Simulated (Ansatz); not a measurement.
Born–Oppenheimer molecular dynamics of CH$_{10}$O$_{2}$Si$_{2}$ (15 atoms, charge 0, multiplicity 1). It starts from a rough guess of a transition structure, not a stationary point.

The calculation used Ansatz, UKS B3LYP-D4/STO-3G.

* ensemble: NVE (velocity Verlet)
* time step: 0.5 fs
* steps asked: 150
* starting velocities drawn for: 100 K
* seed: 118603

First frame:

```xyz
15
Properties=species:S:1:pos:R:3
Si 0.855 -0.634 1.157
O 0.534 -1.187 -0.802
C -0.209 -0.569 -1.816
O -0.113 0.670 1.130
Si -1.089 1.923 0.820
H 0.141 -1.452 2.119
H 2.155 -0.010 1.317
H 1.331 -2.118 -0.416
H 1.684 -2.183 0.494
H -0.970 0.078 -1.370
H -0.705 -1.336 -2.419
H 0.441 0.036 -2.459
H -0.521 2.691 -0.291
H -2.412 1.394 0.475
H -1.122 2.698 2.059
```

**Question.** How far do the bonds stretch over the last three quarters of this one trajectory? (Pairs bonded in most of those frames.)

**Answer.** 
| bond | mean (Å) | spread (Å) | shortest | longest |
| --- | --- | --- | --- | --- |
| Si1–O2 | 1.748 | 0.132 | 1.57 | 1.94 |
| Si1–O4 | 1.685 | 0.060 | 1.60 | 1.76 |
| Si1–H6 | 1.457 | 0.011 | 1.43 | 1.48 |
| Si1–H7 | 1.463 | 0.019 | 1.43 | 1.50 |
| O2–C3 | 1.485 | 0.124 | 1.29 | 1.68 |
| C3–H10 | 1.116 | 0.028 | 1.07 | 1.16 |
| C3–H11 | 1.110 | 0.009 | 1.09 | 1.13 |
| C3–H12 | 1.116 | 0.018 | 1.09 | 1.14 |
| O4–Si5 | 1.690 | 0.066 | 1.60 | 1.80 |
| Si5–H13 | 1.454 | 0.010 | 1.44 | 1.47 |
| Si5–H14 | 1.452 | 0.021 | 1.42 | 1.48 |
| Si5–H15 | 1.447 | 0.020 | 1.42 | 1.48 |
| H8–H9 | 0.732 | 0.032 | 0.69 | 0.78 |

Mean temperature of the second half: 1235 K. The conserved energy stayed within 0.25 meV per atom of its start (net change -0.051 meV per atom), so the integration is sound. The kinetic energy rose, since the run started high on the potential surface and went downhill. It ends in pieces (CH8O2Si2 + H2), so much of that is their flight and rotation, not heat. A run of 0.075 ps of so small a system gives no equilibrium averages. The orbitals were unrestricted but ended closed-shell. Limits of this set-up: minimal basis.

Run time: 13 min on 1 thread of Arm Neoverse V1, on a shared host, peak memory 0.17 GiB.
